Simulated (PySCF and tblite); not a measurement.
The numbers below are computed, except where a source is named.
Molecule: C6H10FN, numbered as in [CH3:1]/[CH:2]=[CH:3]/[N:4]1[CH2:5][C@@H:6]1[CH2:7][F:8].

The mean out-of-plane torsion at N4 (0° is planar) is held and the rest relaxed at GFN2-xTB. Energies: PBE0/pcSseg-1 + D3(BJ). Programs: tblite and PySCF.

Question: Give the DFT energy and dipole along the out-of-plane angle.

Answer: 
```tsv
out-of-plane angle °	E kcal/mol	dipole D
-53	5.72	1.39
-45	2.81	1.09
-33	5.61	1.01
-17	9.29	1.07
0	10.18	1.13
17	8.54	1.19
34	3.95	1.30
46	0.00	1.46
53	2.29	1.58
```

Question: Where is the lowest sampled point, and what does the planar form cost?

Answer: At 46°; the point at 0° lies 10.18 kcal/mol above it.
